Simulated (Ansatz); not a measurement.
C$_{2}$H$_{4}$BFO, SMILES `C=C(O)BF`. The species carries charge 0 and has multiplicity 1. The geometry is a stationary point of PBE0-D4/def2-TZVP. It is one conformer, not always the lowest.

```xyz
9

C     0.519   -0.848   -0.722
C    -0.244   -0.099    0.084
O    -1.455   -0.475    0.565
B     0.273    1.301    0.514
F    -0.451    2.065    1.308
H     1.474   -0.465   -1.057
H     0.228   -1.837   -1.066
H    -1.676   -1.354    0.239
H     1.332    1.712    0.135
```

(1) What is the dipole moment at B3LYP/def2-TZVPP? (Estimate.)

(2) And with PBE, r2SCAN, ωB97M-V? (An estimate is asked.)

(3) Give the Mulliken charges with B3LYP, ωB97M-V, PBE in def2-TZVPP. (Best estimate.)

## Answers

(1) Ansatz gave: 2.59 D, with components (0.48, -2.15, -1.36) D in this frame, pointing from negative to positive charge.

(2) Computed: PBE 2.46 D, r2SCAN 2.53 D, ωB97M-V 2.51 D.

(3) The calculation gave: 
```
atom  B3LYP  ωB97M-V    PBE
  C1  -0.22    -0.21  -0.20
  C2   0.12     0.12   0.09
  O3  -0.29    -0.28  -0.25
  B4   0.25     0.21   0.22
  F5  -0.22    -0.22  -0.18
  H6   0.10     0.10   0.10
  H7   0.09     0.09   0.07
  H8   0.19     0.18   0.19
  H9  -0.02     0.02  -0.04
```

B3LYP here is the variant with VWN-RPA as its local correlation; programs differ in this.
